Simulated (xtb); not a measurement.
xtb input (GFN1-xTB):

```bash
xtb mol.xyz --gfn 1 --opt tight --chrg 0 --uhf 0
```
mol.xyz:
```
2

Y     -0.00000000    -0.00000000    -0.04795507
H      0.00000000     0.00000000     1.87024792
```

Output:

```
           -------------------------------------------------
          |                Calculation Setup                |
           -------------------------------------------------

           -------------------------------------------------
          |                 G F N 1 - x T B                 |
           -------------------------------------------------

        Reference                      10.1021/acs.jctc.7b00118
      * Hamiltonian:
        H0-scaling (s, p, d)           1.850000    2.250000    2.000000
        zeta-weighting                 0.000000
      * Dispersion:
        s8                             2.400000
        a1                             0.630000
        a2                             5.000000
        s9                             0.000000
      * Repulsion:
        kExp                           1.500000
        rExp                           1.000000
      * Coulomb:
        alpha                          2.000000
        third order                    atomic
        anisotropic                    false
      * Halogen bond correction:
        rad-scale                      1.300000
        damping                        0.440000

          ...................................................
          :                      SETUP                      :
          :.................................................:
          :  # basis functions                  12          :
          :  # atomic orbitals                  11          :
          :  # shells                            5          :
          :  # electrons                         4          :
          :  # halogen bonds                     0          :
          :  max. iterations                   250          :
          :  Hamiltonian                  GFN1-xTB          :
          :  restarted?                      false          :
          :  GBSA solvation                  false          :
          :  PC potential                    false          :
          :  electronic temp.          300.0000000     K    :
          :  accuracy                    1.0000000          :
          :  -> integral cutoff          0.2500000E+02      :
          :  -> integral neglect         0.1000000E-07      :
          :  -> SCF convergence          0.1000000E-05 Eh   :
          :  -> wf. convergence          0.2000000E-04 e    :
          :  Broyden damping             0.4000000          :
          :  net charge                          0          :
          :  unpaired electrons                  0          :
          ...................................................

 iter      E             dE          RMSdq      gap      omega  full diag
   1     -1.4081757 -0.140818E+01  0.415E+00    0.62       0.0  T
   2     -1.4097873 -0.161156E-02  0.245E+00    0.66       1.0  T
   3     -1.4098838 -0.965197E-04  0.403E-01    0.61       1.0  T
   4     -1.4098942 -0.103386E-04  0.217E-01    0.62       1.0  T
   5     -1.4098963 -0.215585E-05  0.226E-03    0.62      31.3  T
   6     -1.4098963 -0.327644E-09  0.974E-05    0.62     726.3  T
   7     -1.4098963 -0.121680E-12  0.172E-05    0.62    4100.2  T
[...]
   2     -1.4095143  0.222045E-15  0.505E-11    0.73  100000.0  T
   3     -1.4095143 -0.666134E-15  0.200E-12    0.73  100000.0  T

   *** convergence criteria satisfied after 3 iterations ***

         #    Occupation            Energy/Eh            Energy/eV
      -------------------------------------------------------------
         1        2.0000           -0.3975896             -10.8190
         2        2.0000           -0.2534081              -6.8956 (HOMO)
         3        0.0000           -0.2267501              -6.1702 (LUMO)
         4        0.0000           -0.2267501              -6.1702
         5        0.0000           -0.2267501              -6.1702
         6        0.0000           -0.2267501              -6.1702
         7                         -0.2237762              -6.0893
       ...                                ...                  ...
        11                          0.3308525               9.0030
      -------------------------------------------------------------
                  HL-Gap            0.0266580 Eh            0.7254 eV
             Fermi-level           -0.2407428 Eh           -6.5509 eV

 SCC (total)                   0 d,  0 h,  0 min,  0.000 sec
 SCC setup                      ...        0 min,  0.000 sec (  6.388%)
 Dispersion                     ...        0 min,  0.000 sec (  1.102%)
 classical contributions        ...        0 min,  0.000 sec (  0.407%)
 integral evaluation            ...        0 min,  0.000 sec ( 47.508%)
 iterations                     ...        0 min,  0.000 sec ( 16.203%)
 molecular gradient             ...        0 min,  0.000 sec ( 21.111%)
 printout                       ...        0 min,  0.000 sec (  6.033%)

         :::::::::::::::::::::::::::::::::::::::::::::::::::::
         ::                     SUMMARY                     ::
         :::::::::::::::::::::::::::::::::::::::::::::::::::::
         :: total energy              -1.409726505654 Eh    ::
         :: gradient norm              0.000000181458 Eh/a0 ::
         :: HOMO-LUMO gap              0.725401709108 eV    ::
         ::.................................................::
         :: SCC energy                -1.409514282304 Eh    ::
         :: -> electrostatic           0.027657043680 Eh    ::
         :: repulsion energy           0.000067110470 Eh    ::
         :: dispersion energy         -0.000279333820 Eh    ::
         :: halogen bond corr.         0.000000000000 Eh    ::
         :: add. restraining           0.000000000000 Eh    ::
         :: total charge              -0.000000001855 e     ::
         :::::::::::::::::::::::::::::::::::::::::::::::::::::

           -------------------------------------------------
          |                Property Printout                |
           -------------------------------------------------

    * Orbital Energies and Occupations

         #    Occupation            Energy/Eh            Energy/eV
      -------------------------------------------------------------
         1        2.0000           -0.3975896             -10.8190
         2        2.0000           -0.2534081              -6.8956 (HOMO)
         3        0.0000           -0.2267501              -6.1702 (LUMO)
         4        0.0000           -0.2267501              -6.1702
         5        0.0000           -0.2267501              -6.1702
         6        0.0000           -0.2267501              -6.1702
         7                         -0.2237762              -6.0893
         8                         -0.0479322              -1.3043
         9                         -0.0479322              -1.3043
        10                          0.0474599               1.2914
        11                          0.3308525               9.0030
      -------------------------------------------------------------
                  HL-Gap            0.0266580 Eh            0.7254 eV
             Fermi-level           -0.2407428 Eh           -6.5509 eV

  Mulliken/CM5 charges         n(s)   n(p)   n(d)
     1Y     0.41105  0.40797   1.840  0.594  0.155
     2H    -0.41105 -0.40797   1.411  0.000  0.000

Wiberg/Mayer (AO) data.
largest (>0.10) Wiberg bond orders for each atom

 ---------------------------------------------------------------------------
     #   Z sym  total        # sym  WBO       # sym  WBO       # sym  WBO
 ---------------------------------------------------------------------------
     1  39 Y    0.900 --     2 H    0.900
     2   1 H    0.900 --     1 Y    0.900
 ---------------------------------------------------------------------------

Topologies differ in total number of bonds
Writing topology from bond orders to xtbtopo.mol

 dipole moment from electron density (au)
     X       Y       Z
   0.0000   0.0000  -1.5406  total (Debye):    3.916

           -------------------------------------------------
          |                Geometry Summary                 |
           -------------------------------------------------

      molecular mass/u    :       89.9137810
   center of mass at/Å    :        0.0000000       0.0000000      -0.2232974
  moments of inertia/u·Å² :        0.0000000E+00   0.5368595E+01   0.5368595E+01
rotational constants/cm⁻¹ :             Infinity   0.3140046E+01   0.3140046E+01

optimized geometry written to: xtbopt.xyz

           -------------------------------------------------
          | TOTAL ENERGY               -1.409726505654 Eh   |
          | GRADIENT NORM               0.000000181458 Eh/α |
          | HOMO-LUMO GAP               0.725401709108 eV   |
           -------------------------------------------------

------------------------------------------------------------------------
------------------------------------------------------------------------
 total:
 SCF:
 ANC optimizer:
Note: The following floating-point exceptions are signalling: IEEE_DIVIDE_BY_ZERO IEEE_DENORMAL
normal termination of xtb
```
